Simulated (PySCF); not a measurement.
Frontier levels across methods

Species: C₆H₇NO.
Geometry (PBE0-D3(BJ)/def2-SVP, Å), atoms numbered from 1 in this order:
```
atom  x, y, z in Å
O1     2.7385   -0.9358   -0.2878
N2     2.0539    0.0997    0.3327
C3     0.6742    0.0980    0.1136
C4    -0.0128   -1.0719   -0.2315
C5    -1.3985   -1.0470   -0.3681
C6    -2.1192    0.1283   -0.1654
C7    -1.4307    1.2941    0.1731
C8    -0.0474    1.2855    0.3097
H9     3.1113   -1.4418    0.4440
H10    2.4921    0.9790    0.0680
H11    0.5551   -1.9859   -0.4039
H12   -1.9211   -1.9669   -0.6428
H13   -3.2055    0.1390   -0.2748
H14   -1.9774    2.2275    0.3297
H15    0.4835    2.2036    0.5775
```

Basis pcSseg-1 throughout (PySCF), one geometry. Geometry: PBE0-D3(BJ)/def2-SVP, one conformer, isolated molecule.

Question: How do the orbital energies, the gap and the dipole change with the method?

Answer: 
```csv
method,kind,HOMO (eV),LUMO (eV),gap (eV),μ (D),SCF cycles
B97-D,GGA,-4.94,-0.90,4.04,1.41,16
LDA,LDA,-5.16,-1.24,3.92,1.51,15
B97-2,global hybrid,-5.84,-0.17,5.67,1.28,13
PBE0,global hybrid,-6.07,-0.13,5.94,1.29,14
mPW1PW91,global hybrid,-6.11,-0.15,5.96,1.27,14
BHandHLYP,global hybrid,-6.98,0.90,7.88,1.14,13
CAM-B3LYP,range-separated hybrid,-7.28,0.97,8.25,1.22,13
wB97X-D,range-separated hybrid,-7.84,1.59,9.43,1.20,14
HF,Hartree–Fock,-8.24,3.44,11.68,1.02,11
LC-wPBE,range-separated hybrid,-8.56,1.96,10.51,1.17,13
```

The HOMO spans 3.62 eV, from B97-D down to LC-wPBE, and the gap runs from 3.92 eV (LDA) to 11.68 eV (HF). Over the methods B97-D (0 %), LDA (0 %), B97-2 (21 %), PBE0 (25 %), mPW1PW91 (25 %), BHandHLYP (50 %), HF (100 %), a straight line through the gap against the share of exact exchange rises by 0.77 eV for each 10 % (correlation coefficient 1.000). The dipole ranges from 1.02 D (HF) to 1.51 D (LDA). This basis has no diffuse functions.

The vertical ΔSCF ionisation energy at CAM-B3LYP/def2-SVPD is 8.06 eV; −ε(HOMO) comes closest to it with HF (8.24 eV).
